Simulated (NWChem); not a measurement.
System: Si2H4OClF; SMILES F[Si@@H]([SiH2]Cl)O

```xyz
9

O      1.5331     1.3849    -0.5457
Si     0.1744     1.1832     0.3701
F     -0.8529     2.4256     0.1328
Si    -0.8599    -0.7685    -0.3971
Cl     0.3244    -2.3646     0.2152
H      2.1926     2.0220    -0.2539
H      0.4883     1.1824     1.8276
H     -2.2165    -0.9355     0.1998
H     -0.9700    -0.7863    -1.8835
```
Atoms are numbered in this order, from 1.

Results from NWChem. Geometry: optimised at PBE0/def2-SVP. Hybrids' shares of exact exchange are those that their runs print; pure functionals count as 0. The functionals differ in more than this share.

```csv
row,share of exact exchange,highest occupied level (eV)
PBE/def2-TZVP,0.00,-7.01
BLYP/def2-TZVP,0.00,-6.90
B3LYP/def2-TZVP,0.20,withheld
PBE0/def2-TZVP,0.25,-8.27
PW6B95/def2-TZVP,0.28,-8.35
```

### Question
Fit a straight line of the last column on the one before it, predict the withheld value, and compare with the run.

### Answer

1. Means of the 4 shown rows: x = 0.133, y = -7.633. Slope Σ(x − x̄)(y − ȳ)/Σ(x − x̄)² = -0.3603/0.07068 = -5.098; intercept -6.957.
2. The shown rows scatter about the line by 0.047 (root mean square); the largest residual is +0.06, at BLYP/def2-TZVP.
3. At x = 0.20 (B3LYP/def2-TZVP; inside the shown range) the line gives -7.98.
4. The run gives -8.07, -0.09 from the line, 1.9 times the scatter.
